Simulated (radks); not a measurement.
Initial-state core-level shifts of the ruthenium ion Ru2+ when its valence configuration changes from [Kr] 4d6. All-electron calculation, scalar-relativistic Kohn-Sham, LDA (Slater exchange, Perdew-Wang correlation), spin-unpolarised, spherical densities, finite nucleus; Fermi nuclear charge, rms radius 4.4809 fm. Program: a radial shooting solver on a logarithmic mesh with Libxc functionals. Shifts are changes of the shell-averaged eigenvalues in eV (positive: less bound); the change of the density at the nucleus, which sets a Mossbauer isomer shift, is in e/bohr^3, on a base of 1.12e+05.

| valence | 2s | 3s | 3d | 4s | density at nucleus |
|---|---|---|---|---|---|
| 4d5 5s1 | -5.058 | -4.900 | -4.933 | -4.357 | +27.83 |
| 4d4 5p2 | -12.918 | -12.572 | -12.642 | -11.260 | +7.40 |
| 4d4 5s2 | -10.541 | -10.166 | -10.241 | -8.917 | +60.60 |
| 4d5.5 5p0.5 | -3.094 | -3.031 | -3.046 | -2.775 | +1.56 |
| 4d5.5 5s0.5 | -2.478 | -2.406 | -2.422 | -2.153 | +13.37 |
| 4d5 5p1 | -6.275 | -6.134 | -6.165 | -5.576 | +3.30 |
| 4d2 5s2 5p2 | -25.087 | -24.082 | -24.265 | -20.746 | +82.78 |
